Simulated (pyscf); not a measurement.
Optimised with ωB97X-D3(BJ)/def2-SVP in PySCF.

Problem. Estimate by transition-state theory (the high-pressure limit) the rate constant of `[CH3][CH2][NH][Al]([NH2])[NH2]` -> `[NH2][CH2][CH2][Al]([NH2])[NH2]` (singlet surface; Al–N, C–H broken, H–N, Al–C formed) at 1200 K, with ωB97M-D3(BJ)/def2-TZVP energies (ideal gas, 1 atm, RRHO with modes under 100 cm⁻¹ raised to 100, one conformer, R ln 2 for chiral ones without a mode under 150 cm⁻¹; no tunnelling).

Solution. The electronic barrier is 64.5 kcal/mol and the thermal terms add +3.4, so ΔG‡ = 68.0 kcal/mol. With k_BT/h = 2.50e+13 s⁻¹ and RT = 2.385 kcal/mol, k = 1.1e+01 s⁻¹, a half-life of 6.6e-02 s through this channel alone. Wigner's tunnelling factor for 1771i cm⁻¹ would be 1.19. A shift of 1 kcal/mol in the barrier changes k by a factor 1.5. On the reactant side the descent ends in a point that may be a rotor saddle (no frequency run), 1.3 kcal/mol over the lowest minimum found and 63.5 kcal/mol under the saddle at ωB97X-D3(BJ)/def2-TZVP. What is counted as broken (Al–N) persists as a longer contact in the product adduct; parting that adduct is a step of its own. H₂N–CH₂–CH₂–Al(NH₂)–NH₂ is closed by a dative Al–N contact. This is the saddle that the search found; another between the same sides may lie lower.
